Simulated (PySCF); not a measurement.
H10SSi4.
Atom-mapped SMILES: `[SiH3:1][S:2][SiH:3]([SiH3:4])[SiH3:5]` (hydrogens: H6, H7, H8 on Si1; H9 on Si3; H10, H11, H12 on Si4; H13, H14, H15 on Si5)

Computed by this run: PBE0-D3(BJ)/def2-SVP geometry optimisation, gas phase (PySCF 2.14.0); density fitting, grid level 1; the optimiser is geomeTRIC in internal coordinates, started from a GFN2-xTB structure with every atom displaced at random (about 0.01 Å).

The end geometry, which sets the zero of energy:
```
atom  x, y, z in Å
Si1    -2.1897   -1.0838   -0.0479
S2     -1.3613   -0.0624   -1.7468
Si3     0.6037    0.4419   -0.9733
Si4     0.4160    2.3106    0.4339
Si5     1.6245   -1.3615    0.1343
H6     -1.5531   -2.4220    0.1382
H7     -3.6409   -1.2531   -0.3383
H8     -2.0028   -0.2907    1.2036
H9      1.4130    0.7945   -2.1802
H10    -0.3930    1.9480    1.6373
H11     1.7707    2.7589    0.8855
H12    -0.2586    3.4300   -0.2899
H13     1.5636   -2.6017   -0.6964
H14     3.0527   -1.0044    0.3999
H15     0.9446   -1.6104    1.4423
```

Question: These geometries come from the run, each turned onto the end geometry. Order them by energy, lowest first.
A.
```
atom  x, y, z in Å
Si1    -2.2690   -1.0373   -0.0486
S2     -1.3547   -0.1575   -1.7849
Si3     0.5695    0.4078   -0.9557
Si4     0.4226    2.2697    0.4633
Si5     1.6733   -1.3718    0.1079
H6     -1.5588   -2.2835    0.3667
H7     -3.6632   -1.3693   -0.4537
H8     -2.2835   -0.0842    1.1005
H9      1.4005    0.8169   -2.1320
H10    -0.2878    1.9406    1.7361
H11     1.8230    2.6946    0.7866
H12    -0.2852    3.3996   -0.2102
H13     1.7135   -2.5816   -0.7679
H14     3.0732   -0.9234    0.3919
H15     1.0161   -1.7267    1.4020
```
B.
```
atom  x, y, z in Å
Si1    -2.3410   -0.9058   -0.0103
S2     -1.2714   -0.2674   -1.7639
Si3     0.6402    0.3659   -0.9654
Si4     0.4026    2.1857    0.4972
Si5     1.8116   -1.3910    0.0552
H6     -1.6567   -2.0446    0.6823
H7     -3.6641   -1.3533   -0.5222
H8     -2.5319    0.1951    0.9772
H9      1.3569    0.7950   -2.2117
H10    -0.2939    1.7483    1.7448
H11     1.7502    2.7272    0.8753
H12    -0.4011    3.2414   -0.1851
H13     1.8730   -2.5440   -0.8953
H14     3.1940   -0.9477    0.4128
H15     1.1210   -1.8109    1.3112
```
C.
```
atom  x, y, z in Å
Si1    -2.3786   -0.9659   -0.0053
S2     -1.2516   -0.2914   -1.6755
Si3     0.6655    0.3715   -0.8729
Si4     0.4122    2.2581    0.4663
Si5     1.8270   -1.4523    0.0201
H6     -1.6961   -2.0318    0.6416
H7     -3.6469   -1.3614   -0.5997
H8     -2.5412    0.1837    0.9086
H9      1.2742    0.7637   -2.1345
H10    -0.2746    1.9180    1.7529
H11     1.6918    2.7920    0.8112
H12    -0.3973    3.3435   -0.1159
H13     1.9056   -2.6147   -0.8399
H14     3.1760   -1.0075    0.3553
H15     1.2235   -1.9115    1.2900
```

Answer: A (0.012 eV), B (0.023 eV), C (0.306 eV).

In the order of the answer:

| step | E above end (eV) | largest force (eV/Å) | rms force component (eV/Å) | rms distance from end (Å) | rms bond change (Å) | bond most changed (Å) |
| --- | --- | --- | --- | --- | --- | --- |
| 6 | 0.012 | 0.07 | 0.023 | 0.155 | 0.001 | Si1–S2 +0.002 |
| 1 | 0.023 | 0.13 | 0.051 | 0.329 | 0.003 | Si3–H9 +0.005 |
| 0 | 0.306 | 1.52 | 0.535 | 0.345 | 0.036 | Si1–H6 -0.072 |

The cost below is that of the whole optimisation. Hardware: an Arm Neoverse N1 with one thread, shared host with 64 logical CPUs at a one-minute load of 60. Cost: 3.4 min wall, 0.56 GiB resident at most.
